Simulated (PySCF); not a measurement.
# Electron correlation in Br⁺ (bromine, charge +1)

[Ar] 3d10 4s2 4p3 5s1, 5s spin antiparallel (an excited configuration). All numbers are calculated (PySCF 2.14, scalar relativity through the core potential, in aug-cc-pwCVTZ-PP with ECP10MDF). Frozen: 3s2 3p6 3d10; 6 electrons correlated.

MP2 pair energies summed by pair of shells (mhartree):

```csv
pair,energy,share (%)
4s-4p,-54.53,56.0
4p-4p,-17.94,18.4
4p-5s,-11.44,11.7
4s-4s,-9.33,9.6
4s-5s,-4.11,4.2
```

Total MP2 correlation energy: -97.35 mhartree.

Same-spin part -24.40 and opposite-spin part -72.95 mhartree; SCS-MP2 scales them by 1/3 and 6/5 to -95.67 mhartree.
